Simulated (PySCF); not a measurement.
B₂GeH₆, AlGeH₂N, CH₇BGeSi, CH₅AlBGe (calculated)

Computed with PySCF 2.14.0. Calculation on a computer-drawn molecule: the log of a Hartree-Fock and frozen-core CCSD(T) single point meant for a local Hartree-Fock minimum, with one planted fault or none, to be diagnosed. Offsets are logged minus clean, where the clean run is the same molecule without the fault. The reference is restricted for singlets and unrestricted otherwise, and also for a bond in bohr or an excited solution. Adding or removing an electron swaps singlet and doublet. The excited solution moves the top pair (singlet) or top alpha electron (doublet) to the lowest empty orbital. Highest occupied and lowest empty are orbital energies over both spins, largest force is the largest gradient component, triples share is (T) over the correlation energy, the T1 limit is 0.02 restricted and 0.045 unrestricted, electrons count all cores, a negative frequency is imaginary (commonest isotopes), and the dipole is about the centre of nuclear charge; on germanium a core potential holds 10 electrons, which the energies leave out, and 3d is frozen in MP2 and coupled-cluster steps.

Common to all runs: meant multiplicity 1; meant basis and core potential on germanium cc-pVDZ-PP ECP10MDF; logged SCF converged yes; logged CC converged yes; logged SCF stable within its kind yes; possible faults no fault, one electron removed, one electron added, multiplicity raised by two, geometry at a saddle point, SCF held on an excited solution, minimal basis STO-3G, one bond length entered in bohr, all coordinates scaled.

```yaml
- entry: 1
  formula: B2GeH6
  logged_structure:
    atoms_angstrom:
      - [B, 1.817, 0.7883, -0.7133]
      - [B, 1.4989, 2.4113, -0.9341]
      - [Ge, -0.1984, 4.6482, 1.8642]
      - [H, 1.0026, -0.0541, -0.9878]
      - [H, 2.8572, 0.4115, -0.2396]
      - [H, 1.7676, 2.9845, -1.9561]
      - [H, 0.7206, 5.8282, 2.2147]
      - [H, -1.5219, 5.2196, 1.3328]
      - [H, -0.505, 3.8919, 3.1652]
  given:
    meant_charge: 0
    meant_basis: cc-pVDZ
    logged_electrons: 48
    logged_basis_functions: 81
    logged_spin_squared: 0.9556
    "logged_highest_occupied [eV]": -9.1248
    "logged_lowest_empty [eV]": 0.96427
    "logged_largest_force [hartree/bohr]": 0.01343
    logged_T1_diagnostic: 0.021815
    logged_D1_diagnostic: 0.085205
    logged_triples_share: 0.022866
    "logged_dipole_magnitude [debye]": 0.69272
    "logged_energy_HF [hartree]": -346.08741
    "logged_energy_CCSD(T) [hartree]": -346.3909
    drawn_bonds_atom: [1, 2, 1, 1, 2, 3, 3, 3]
    drawn_bonds_other_atom: [2, 3, 4, 5, 6, 7, 8, 9]
    drawn_bonds_order: [1, 1, 1, 1, 1, 1, 1, 1]
  results:
    planted_fault: "one bond length entered in bohr, row 2 of the drawn bonds"
    "HF_energy_offset_from_clean_run [kcal/mol]": 55.7
    "CCSD(T)_energy_offset_from_clean_run [kcal/mol]": 70.55
- entry: 2
  formula: AlGeH2N
  logged_structure:
    atoms_angstrom:
      - [Al, -3.135, -0.0952, 0.0983]
      - ["N", -1.7629, -1.1275, 0.5094]
      - [Ge, -0.4814, -2.1101, 0.9116]
      - [H, 2.0152, -2.1947, -0.5372]
      - [H, -0.4786, -3.0795, 2.093]
  given:
    meant_charge: 0
    meant_basis: "cc-pV(D+d)Z"
    logged_electrons: 54
    logged_basis_functions: 70
    logged_spin_squared: 0.9539
    "logged_highest_occupied [eV]": -7.8483
    "logged_lowest_empty [eV]": 0.412
    "logged_largest_force [hartree/bohr]": 0.015059
    logged_T1_diagnostic: 0.039894
    logged_D1_diagnostic: 0.11552
    logged_triples_share: 0.049179
    "logged_dipole_magnitude [debye]": 3.118
    "logged_energy_HF [hartree]": -590.78082
    "logged_energy_CCSD(T) [hartree]": -591.11567
    drawn_bonds_atom: [1, 2, 3, 3]
    drawn_bonds_other_atom: [2, 3, 4, 5]
    drawn_bonds_order: [1, 2, 1, 1]
  results:
    planted_fault: "one bond length entered in bohr, row 3 of the drawn bonds"
    "HF_energy_offset_from_clean_run [kcal/mol]": 56.5
    "CCSD(T)_energy_offset_from_clean_run [kcal/mol]": 65.76
- entry: 3
  formula: CH7BGeSi
  logged_structure:
    atoms_angstrom:
      - [B, -1.5373, -1.39, -1.076]
      - [Si, 0.2606, -1.2613, -0.1712]
      - [C, 0.9854, 0.202, 0.3342]
      - [Ge, 0.304, 2.0128, 0.1766]
      - [H, -2.1811, -0.4077, -1.2977]
      - [H, -1.9799, -2.4551, -1.4014]
      - [H, 0.9963, -2.5219, 0.0679]
      - [H, 1.9617, 0.1344, 0.8117]
      - [H, 1.2699, 2.8759, -0.6484]
      - [H, 0.1719, 2.6555, 1.5651]
      - [H, -1.0683, 2.0231, -0.503]
  given:
    meant_charge: 0
    meant_basis: "cc-pV(D+d)Z"
    logged_electrons: 64
    logged_basis_functions: 109
    logged_spin_squared: 0.0
    "logged_highest_occupied [eV]": -8.5629
    "logged_lowest_empty [eV]": 0.37188
    "logged_largest_force [hartree/bohr]": 5.5999e-06
    "logged_lowest_frequency [cm^-1]": 100.34
    logged_T1_diagnostic: 0.016951
    logged_D1_diagnostic: 0.066296
    logged_triples_share: 0.035289
    "logged_dipole_magnitude [debye]": 1.3175
    "logged_energy_HF [hartree]": -648.84866
    "logged_energy_CCSD(T) [hartree]": -649.34716
    drawn_bonds_atom: [1, 2, 3, 1, 1, 2, 3, 4, 4, 4]
    drawn_bonds_other_atom: [2, 3, 4, 5, 6, 7, 8, 9, 10, 11]
    drawn_bonds_order: [1, 2, 1, 1, 1, 1, 1, 1, 1, 1]
  results:
    planted_fault: "no fault"
    "HF_energy_offset_from_clean_run [kcal/mol]": 0.0
    "CCSD(T)_energy_offset_from_clean_run [kcal/mol]": 0.0
- entry: 4
  formula: CH5AlBGe
  logged_structure:
    atoms_angstrom:
      - [B, 0.0396, -2.5985, -0.7478]
      - [C, 1.0424, -1.892, -0.0681]
      - [Al, 1.1929, -0.0737, 0.6551]
      - [Ge, 1.2553, -0.2365, -1.7443]
      - [H, -0.8106, -3.1776, -1.3121]
      - [H, 1.952, -2.4881, 0.0888]
      - [H, 1.3083, 0.6674, 2.0073]
      - [H, 3.448, -1.0437, -3.4096]
      - [H, -0.083, -0.3445, -2.4733]
  given:
    meant_charge: 1
    meant_basis: "cc-pV(D+d)Z"
    logged_electrons: 60
    logged_basis_functions: 99
    logged_spin_squared: 0.9255
    "logged_highest_occupied [eV]": -13.694
    "logged_lowest_empty [eV]": -4.47
    "logged_largest_force [hartree/bohr]": 0.011557
    logged_T1_diagnostic: 0.030161
    logged_D1_diagnostic: 0.10626
    logged_triples_share: 0.04263
    "logged_dipole_magnitude [debye]": 2.8942
    "logged_energy_HF [hartree]": -600.37194
    "logged_energy_CCSD(T) [hartree]": -600.76498
    drawn_bonds_atom: [1, 2, 3, 1, 2, 3, 4, 4]
    drawn_bonds_other_atom: [2, 3, 4, 5, 6, 7, 8, 9]
    drawn_bonds_order: [2, 1, 1, 1, 1, 1, 1, 1]
  results:
    planted_fault: "one bond length entered in bohr, row 7 of the drawn bonds"
    "HF_energy_offset_from_clean_run [kcal/mol]": 57.31
    "CCSD(T)_energy_offset_from_clean_run [kcal/mol]": 68.07
```
